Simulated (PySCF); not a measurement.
## Static response to an electric field

Species: C₅H₆OS.
Structure used (PBE0-D3(BJ)/def2-SVP), in Å, numbered top down from 1:
```
atom  x, y, z in Å
S1     2.7225    0.7411    0.5616
C2     1.6974   -0.5558   -0.2301
C3     0.2415   -0.3236   -0.1289
C4    -0.7574   -0.9062    0.5983
C5    -1.9561   -0.1965    0.2737
C6    -1.5900    0.7614   -0.6224
O7    -0.2654    0.6892   -0.8709
H8     2.2953    1.7457   -0.2321
H9     1.9547   -1.4865    0.2929
H10    2.0071   -0.6676   -1.2803
H11   -0.6467   -1.7411    1.2865
H12   -2.9578   -0.3767    0.6573
H13   -2.1374    1.5338   -1.1560
```

Level: wB97X-D/def2-SVPD (PySCF), static field, nuclei fixed, core orbitals frozen in the response. The polarisability tensor in these axes (au):

```
x   104.30   2.89   1.00
y     2.89  74.50  -6.89
z     1.00  -6.89  67.04
```

Diagonalise the tensor; give its mean and Δα, where Δα² is half the sum of the squared differences of the eigenvalues.

Principal values 62.81, 78.45 and 104.58 au; mean 81.95 au = 12.14 Å³ = 13.51 × 10⁻⁴⁰ C²·m²/J; Δα = 36.55 au (45 % of the mean).

What is the dipole moment, and where does it point?

(-1.31, -0.78, -0.62) D, 1.64 D in size, pointing from the negative to the positive side. Measured along this direction, the outermost atoms are S1 at the negative end and H12 at the positive end.

In a dilute gas of rigid molecules at 250 K, how does the orientational term μ²/3kT compare with the electronic polarisability?

In Gaussian units μ²/3kT = 26.07 Å³ against 12.14 Å³, a ratio of 2.15; the Debye molar polarisation (4π/3)N_A(α + μ²/3kT) is 96.4 cm³/mol, leaving out the vibrational part.

What molar refraction does this α imply?

Lorentz–Lorenz: R = (4π/3)N_A α = 2.5225 cm³/(mol·Å³) × 12.14 Å³ = 30.6 cm³/mol, in the limit of long wavelengths.

Traceless (Buckingham) quadrupole moment about the centre of nuclear charge: eigenvalues?

-8.00, 0.70, 7.29 D·Å. The values depend on the origin, since the dipole doesn't vanish. The electronic extent ⟨r²⟩ about the same centre is 991 bohr², a root-mean-square distance of 2.15 Å for the 60 electrons.

Isolated species at its PBE0-D3(BJ)/def2-SVP geometry (one conformer only).
